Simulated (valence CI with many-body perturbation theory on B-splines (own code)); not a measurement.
## E1 transitions of Bi+

Computed by configuration interaction combined with many-body perturbation theory (CI+MBPT): four valence electrons over a frozen Dirac-Fock core [Xe] 4f14 5d10, radial functions for each j: 11 s, 11 p, 9 d, 7 f, 5 g, 2 h, 1 i, with the one-electron correlation potential Σ1 (screened to all orders), the two-electron term Σ2, the three-electron term Σ3, Breit, model QED; selected single and double excitations, second order for the rest, scaled by the run's own slope (own B-spline code, finite nucleus).

Set against measurement, 25 paired levels are off by 192 cm⁻¹ on average, the worst by 582. These come from a selection out of the NIST Handbook of Basic Atomic Spectroscopic Data. Levels without a partner in it may be off by more. Among the levels kept, up to 260 cm⁻¹ of a level comes from second order outside the variational space, and about a tenth of that is noise between levels of different J, which matters for small intervals.

Lines 201 to 233 of 233 in falling wavelength, among levels below 114682 cm⁻¹, chosen from the strongest by gf and those to the six lowest levels. Wavelengths and rates use the calculated energies, so an error of 200 cm⁻¹ moves a line at 113.4 nm by 0.23 % and its rate by three times that or more. Electric multipoles are in the length gauge, E1 and E2 with the static RPA response of the core. Weak lines are less certain than strong ones. Lines between different terms over intervals too small for the method are left out, as are lines whose strength nearly cancels. Where a level lies close to another of its J and parity, the split of strength between their lines is uncertain. The highest levels of a list are the least certain.

Levels are named by their leading jj configuration (3d3/2^4 stands for four electrons in 3d with j = 3/2), which in mixed levels can hold well under half, so a name can repeat and another be missing. Letters in brackets count levels of one name in rising energy.

```tsv
λ vac (nm)	λ from measured levels	Upper	Lower	A (s⁻¹)	S (a.u.)
119.8		(6s^2 6p1/2 8s) J=1 [a]	(6s^2 6p1/2 6p3/2) J=2	2.65e+08	6.74e-01
119.3		(6s^2 6p1/2 8s) J=1 [b]	(6s^2 6p1/2 6p3/2) J=2	9.40e+06	2.36e-02
117.0		(6s^2 6p3/2 6d5/2) J=2 [b]	(6s^2 6p1/2 6p3/2) J=2	1.95e+08	7.72e-01
116.7		(6s^2 6p3/2 6d5/2) J=2 [a]	(6s^2 6p1/2 6p3/2) J=1	8.56e+08	3.35e+00
116.3		(6s^2 6p3/2 6d3/2) J=3	(6s^2 6p1/2 6p3/2) J=2	1.06e+09	5.79e+00
115.4		(6s^2 6p3/2 6d3/2) J=0	(6s^2 6p1/2 6p3/2) J=1	4.35e+08	3.30e-01
114.8		(6s^2 6p1/2 8s) J=1 [a]	(6s^2 6p1/2 6p3/2) J=1	2.29e+08	5.12e-01
114.4		(6s^2 6p1/2 8s) J=1 [b]	(6s^2 6p1/2 6p3/2) J=1	7.45e+07	1.65e-01
114.2		(6s^2 6p1/2 8s) J=0	(6s^2 6p1/2 6p3/2) J=1	2.22e+06	1.63e-03
113.4	113.0	(6s^2 6p1/2 7d3/2) J=2	(6s^2 6p1/2 6p3/2) J=2	7.80e+06	2.81e-02
112.3		(6s^2 6p3/2 6d5/2) J=2 [b]	(6s^2 6p1/2 6p3/2) J=1	6.61e+08	2.31e+00
111.5		(6s^2 6p1/2 7d3/2) J=1 [a]	(6s^2 6p1/2 6p3/2) J=2	1.79e+08	3.68e-01
110.6	111.3	(6s^2 6p3/2 7s) J=1	(6s^2 6p1/2^2) J=0	1.21e+08	2.43e-01
109.9		(6s^2 6p1/2 7d5/2) J=3	(6s^2 6p1/2 6p3/2) J=2	1.17e+09	5.35e+00
109.8		(6s^2 6p1/2 7d3/2) J=1 [b]	(6s^2 6p1/2 6p3/2) J=2	3.02e+08	5.93e-01
109.0	108.5	(6s^2 6p1/2 7d3/2) J=2	(6s^2 6p1/2 6p3/2) J=1	3.83e+06	1.22e-02
108.2		(6s^2 6p3/2 6d5/2) J=3	(6s^2 6p1/2 6p3/2) J=2	8.05e+08	3.52e+00
107.2		(6s^2 6p1/2 7d3/2) J=1 [a]	(6s^2 6p1/2 6p3/2) J=1	4.91e+07	8.96e-02
106.2		(6s^2 6p1/2 7d5/2) J=2	(6s^2 6p1/2 6p3/2) J=1	1.47e+09	4.33e+00
105.8	105.9	(6s 6p1/2^2 6p3/2) J=1	(6s^2 6p1/2^2) J=0	2.54e+09	4.45e+00
105.6		(6s^2 6p1/2 7d3/2) J=1 [b]	(6s^2 6p1/2 6p3/2) J=1	1.68e+07	2.93e-02
103.8		(6s 6p1/2 6p3/2^2) J=1	(6s^2 6p1/2 6p3/2) J=2	7.65e+06	1.26e-02
103.1		(6s^2 6p1/2 9s) J=1	(6s^2 6p1/2 6p3/2) J=2	1.24e+08	2.01e-01
101.6		(6s 6p1/2 6p3/2^2) J=0	(6s^2 6p1/2 6p3/2) J=1	2.79e+09	1.44e+00
99.99		(6s 6p1/2 6p3/2^2) J=1	(6s^2 6p1/2 6p3/2) J=1	2.07e+09	3.06e+00
99.51		(6s^2 6p1/2 9s) J=0	(6s^2 6p1/2 6p3/2) J=1	6.31e+08	3.07e-01
99.36		(6s^2 6p1/2 9s) J=1	(6s^2 6p1/2 6p3/2) J=1	1.42e+09	2.06e+00
99.27		(6s^2 6p1/2 8s) J=1 [a]	(6s^2 6p1/2^2) J=0	2.16e+07	3.13e-02
98.92		(6s^2 6p1/2 8s) J=1 [b]	(6s^2 6p1/2^2) J=0	1.94e+08	2.78e-01
93.52		(6s^2 6p1/2 7d3/2) J=1 [a]	(6s^2 6p1/2^2) J=0	1.44e+09	1.74e+00
92.32		(6s^2 6p1/2 7d3/2) J=1 [b]	(6s^2 6p1/2^2) J=0	1.91e+08	2.22e-01
87.99		(6s 6p1/2 6p3/2^2) J=1	(6s^2 6p1/2^2) J=0	5.11e+07	5.16e-02
87.50		(6s^2 6p1/2 9s) J=1	(6s^2 6p1/2^2) J=0	1.80e+08	1.78e-01
```
